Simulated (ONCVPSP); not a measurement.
# Pseudopotential generation for hafnium: ONCV, PBE, scalar-relativistic.

| Property | Result |
| --- | --- |
| Element | Hf |
| Generator | ONCVPSP 4.0.1 |
| Type | optimised norm-conserving Vanderbilt (ONCV) |
| Functional | PBE |
| Relativity | scalar-relativistic |
| Frozen core | [Kr] 4d10 4f14 |
| Valence charge | 12 |
| Reference configuration | 5s2 5p6 5d2 6s2 |
| Partial waves | 5s+6s: rc 1.85 bohr, ncon 4, nbas 9, qcut 6.3 1/bohr, 2 projectors; 5p: rc 1.90 bohr, ncon 4, nbas 9, qcut 4.6 1/bohr, 2 projectors, debl 1.7 Ha; 5d: rc 3.20 bohr, ncon 4, nbas 9, qcut 3.7 1/bohr, 2 projectors, debl 1.1 Ha |
| Local potential | polynomial inside 1.55 bohr (lpopt 5, dvloc0 4 Ha) |
| Core correction | none |

- Cutoffs needed: 14 Ha and 17 Ha (the cutoffs (Ha) at which the residual kinetic energy of the hardest occupied pseudo-wave falls to 1 and 0.1 mHa per electron)
- Ghost test: no bound ghost flagged; no localised positive-energy state flagged
- Configuration tests: 1 of 4 tests not solved or not reliable
